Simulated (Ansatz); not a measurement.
The same path of CH₆FGeNS (11 atoms, charge 0, multiplicity 1) was run twice with different band settings. The coordinate that changes most is the height of N1 over the plane of its neighbours.

The calculation used RKS PBE/def2-SVP in Ansatz 0.2.0.

Relaxed end points:

```xyz
11
Properties=species:S:1:pos:R:3
N -0.125 1.273 1.092
C -0.945 0.544 0.138
Ge 0.085 -0.989 -0.570
F -0.522 -2.448 0.231
S 2.216 -0.636 0.004
H 0.585 1.838 0.612
H -0.692 1.919 1.655
H -1.806 0.077 0.663
H -1.367 1.122 -0.724
H -0.043 -1.314 -2.086
H 2.680 -1.441 -0.994
```

```xyz
11
Properties=species:S:1:pos:R:3
N -0.577 1.046 1.428
C -0.954 0.757 0.055
Ge 0.091 -0.754 -0.715
F 0.092 -1.924 0.625
S 2.198 -0.022 -0.977
H 0.403 1.353 1.479
H -0.630 0.189 1.995
H -2.028 0.480 0.002
H -0.826 1.655 -0.584
H -0.381 -1.593 -1.942
H 2.676 -1.243 -1.344
```

Common settings: movable images 7; climbing image yes; spring 5.0 eV/Å²; optimiser quadratic models (default); start path IDPP; iteration limit 60; end points relaxed.

| run | force threshold |
| --- | --- |
| 1 | 0.05 eV/Å |
| 2 | 0.5 eV/Å |

**Question.** What does each run give, and how far can it be trusted?

**Answer.** Run 1: converged after 13 iterations, highest image 0.098 eV above the first end. A vibrational analysis at the climbing image gives one clearly imaginary mode, 540i cm⁻¹: a first-order saddle point.
Run 2: converged after 2 iterations, highest image 0.131 eV above the first end. The threshold of 0.5 eV/Å is loose, so the images may lie well off the minimum-energy path. The order of the stationary point at the top wasn't checked.
